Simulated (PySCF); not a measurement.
vinylidene fluoride (C2H2F2), SMILES C=C(F)F.

Geometry: PBE0-D3(BJ)/def2-SVP.

Two levels are set side by side: PBE/def2-TZVPD (PySCF) and PBE0/def2-TZVPD (PySCF). Same geometry, gas phase. Differences are taken from unrounded values.

```tsv
quantity	PBE0
orbital gap (eV)	8.08
highest occupied level (eV)	-7.74
lowest empty level (eV)	0.34
dipole moment (D)	1.17
mean polarisability (bohr³)	28.5
```

Problem. What does PBE give, and how far is it from PBE0? (The exact figures need the calculation; the answer reports its results.)

Solution. 
```
quantity                       PBE  PBE minus PBE0
---------------------------  -----  --------------
orbital gap (eV)              5.76           -2.33
highest occupied level (eV)  -6.44            1.30
lowest empty level (eV)      -0.69           -1.03
dipole moment (D)             1.02           -0.14
mean polarisability (bohr³)   29.6             1.2
```

Without exact exchange PBE keeps part of each electron's self-repulsion, which lifts occupied levels and narrows the gap. PBE's more diffuse valence density responds more strongly to a field. Differences between two approximate levels are no errors against the true value.

Rough cost on one machine, each run with all the roots and properties that it gave: PBE0 against PBE within a factor of 2.
